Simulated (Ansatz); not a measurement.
C2H7BN2Si, SMILES `C=N[SiH2]N1BC1`. Total charge 0; spin multiplicity 1. The structure was optimised at the PBE0-D4/def2-TZVP level. It is one conformer, not always the lowest.

```xyz
13

C     0.825   -0.765    2.253
N    -0.407   -0.700    2.012
Si   -1.154   -0.204    0.533
N    -0.030    0.235   -0.695
B     1.122    0.480   -1.374
C    -0.202    0.734   -2.105
H     1.177   -1.098    3.237
H     1.613   -0.506    1.531
H    -1.984   -1.333    0.046
H    -2.017    0.964    0.833
H     2.300    0.447   -1.264
H    -0.619    0.014   -2.807
H    -0.625    1.733   -2.198
```

Problem. What is the dipole moment at r2SCAN/def2-TZVPP? (An estimate is asked.)

Solution. Computed: 1.17 D, with components (1.14, 0.11, -0.25) D in this frame, pointing from negative to positive charge.

Problem. And with PBE, B3LYP, ωB97M-V? (Best estimate.)

Solution. Computed: PBE 0.99 D, B3LYP 1.23 D, ωB97M-V 1.32 D.

Problem. Give the Mulliken charges with r2SCAN, PBE, B3LYP in def2-TZVPP. (An estimate is asked.)

Solution. Computed: 
| atom | r2SCAN | PBE | B3LYP |
| --- | --- | --- | --- |
| C1 | 0.03 | -0.08 | -0.09 |
| N2 | -0.33 | -0.22 | -0.27 |
| Si3 | 0.50 | 0.36 | 0.46 |
| N4 | -0.11 | -0.01 | -0.10 |
| B5 | -0.10 | -0.14 | -0.11 |
| C6 | -0.13 | -0.19 | -0.21 |
| H7 | 0.07 | 0.10 | 0.11 |
| H8 | 0.06 | 0.08 | 0.09 |
| H9 | -0.08 | -0.06 | -0.08 |
| H10 | -0.08 | -0.06 | -0.08 |
| H11 | 0.04 | 0.04 | 0.06 |
| H12 | 0.07 | 0.09 | 0.10 |
| H13 | 0.07 | 0.09 | 0.10 |

B3LYP here is the variant with VWN-RPA as its local correlation; programs differ in this.
